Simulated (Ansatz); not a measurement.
Reaction (redistribution): `F[SiH2]I` + `[NH2][Mg][SH]` → `F[SiH](S)I` + `[NH2][MgH]`

Gas-phase electronic energies from Ansatz, PBE0-D4/def2-TZVP geometries. CBS: MP2 limit from def2 TZ/QZ plus the TZ coupled-cluster correction, frozen cores. Functionals use def2-TZVPP. B3LYP here is the variant with VWN-RPA as its local correlation; programs differ in this. HSE06 is defined as in plane-wave codes. Elements past krypton have def2 core potentials. For I, Mg outer-core shells are correlated without core-valence functions, which leaves a few kJ/mol of doubt a bond. Each species was taken in one conformer, which may not be the lowest.

`F[SiH2]I`:

Cartesian coordinates in Å:
```
F -1.237 -0.404 -0.983
Si -0.156 0.067 0.087
I 2.049 -0.608 -0.652
H -0.455 -0.596 1.372
H -0.201 1.541 0.175
```

`[NH2][Mg][SH]`:

```xyz
6

N    -1.505    0.238    0.163
Mg    0.290   -0.302    0.035
S     2.470   -0.989   -0.112
H    -1.960    0.613    0.981
H    -2.192    0.211   -0.576
H     2.897    0.230   -0.491
```

`F[SiH](S)I`:

```xyz
6

F     0.799   -0.312   -1.576
Si    0.084    0.384   -0.335
S    -1.507   -0.788    0.404
I     1.810    0.754    1.326
H    -0.487    1.666   -0.785
H    -0.698   -1.704    0.966
```

`[NH2][MgH]`:

Cartesian coordinates in Å:
```
N 0.525 0.100 0.667
Mg -0.635 -0.122 -0.807
H 1.498 -0.162 0.711
H 0.289 0.504 1.561
H -1.678 -0.321 -2.132
```

| level | ΔE (kcal/mol) | difference from CCSD(T)/CBS |
| --- | --- | --- |
| LDA (SPW92) | 13.2 | -4.1 |
| PBE-D4 | 14.1 | -3.2 |
| revPBE-D4 | 13.1 | -4.2 |
| BLYP-D4 | 14.6 | -2.7 |
| r2SCAN-D4 | 16.2 | -1.1 |
| PBE0-D4 | 15.2 | -2.1 |
| B3LYP-D4 | 15.6 | -1.7 |
| r2SCANh-D4 | 16.4 | -0.9 |
| r2SCAN0-D4 | 16.7 | -0.6 |
| HSE06-D4 | 15.3 | -2.0 |
| BHLYP-D4 | 16.7 | -0.6 |
| CAM-B3LYP-D4 | 16.1 | -1.2 |
| ωB97X-V | 15.9 | -1.4 |
| ωB97M-V | 15.4 | -1.9 |
| B2PLYP | 17.6 | 0.3 |
| PBE-QIDH | 16.9 | -0.4 |
| PBE | 15.5 | -1.8 |
| revPBE | 16.3 | -1.0 |
| BLYP | 17.5 | 0.2 |
| r2SCAN | 16.5 | -0.8 |
| PBE0 | 16.4 | -0.9 |
| B3LYP | 17.9 | 0.6 |
| r2SCANh | 16.7 | -0.6 |
| r2SCAN0 | 17.1 | -0.2 |
| HSE06 | 16.5 | -0.8 |
| BHLYP | 18.7 | 1.4 |
| CAM-B3LYP | 17.4 | 0.1 |
| LC-ωPBE | 16.6 | -0.7 |
| RPA@PBE/def2-TZVPP | 16.5 | -0.8 |
| MP2/def2-SVP | 19.7 | 2.4 |
| CCSD/def2-SVP | 19.9 | 2.6 |
| CCSD(T)/def2-SVP | 19.5 | 2.2 |
| HF/def2-TZVPP | 20.5 | 3.2 |
| CCSD/def2-TZVPP | 17.8 | 0.5 |
| CCSD(T)/def2-TZVPP | 17.0 | -0.3 |
| HF/def2-QZVPP | 20.7 | 3.4 |
| SCS-MP2/def2-QZVPP | 17.9 | 0.6 |
| HF/CBS(def2) | 20.8 | 3.5 |
| MP2/CBS(def2) | 17.4 | 0.1 |
| CCSD/CBS(def2) | 18.0 | 0.7 |
| CCSD(T)/CBS | 17.3 | 0 |

Largest T1 diagnostic among the species: 0.010.

At CCSD(T), def2-SVP lies +2.2 kcal/mol from the extrapolated value and def2-TZVPP −0.3 kcal/mol. From BLYP to BHLYP (50 % exact exchange), in def2-TZVPP and without D4, ΔE moves by +1.2 kcal/mol.
